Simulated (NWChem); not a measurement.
# CH₂FNOSi; SMILES O=C=N[SiH2]F

```xyz
7

Si    -0.4432    -1.1903    -0.0013
F      1.0156    -1.9221    -0.0021
N     -0.2121     0.5118    -0.0042
C      0.0199     1.7000    -0.0005
O      0.2336     2.8602     0.0022
H     -1.1632    -1.5794     1.2482
H     -1.1666    -1.5829    -1.2479
```
Atoms are numbered in this order, from 1.

Level: PBE-D3(BJ)/def2-SVP (NWChem), optimised geometry, unscaled harmonic frequencies. 

Task: List the harmonic frequencies with IR intensities, and the thermochemistry.

Result: 
```
frequency (cm⁻¹)  IR intensity (km/mol)
----------------  ---------------------
54                                  0.4
59                                  1.1
288                                14.2
577                                21.4
588                                35.0
601                                81.8
663                               104.0
709                                 2.2
851                                17.2
915                               298.5
947                               206.6
1492                               45.6
2217                              109.8
2225                              132.3
2415                             1195.2
```

| Item | Value |
|---|---|
| zero-point energy | 20.9 kcal/mol |
| thermal correction to the enthalpy at 298.15 K (with zero-point energy) | 25.1 kcal/mol |
| heat capacity Cv | 18.1 cal/(mol K) |
| entropy at 298.15 K and 1 atm (symmetry number 1) | 78.9 cal/(mol K) |
| dipole moment | 1.66 D |

Rigid rotor and harmonic oscillator; modes under 100 cm⁻¹ make the entropy uncertain.
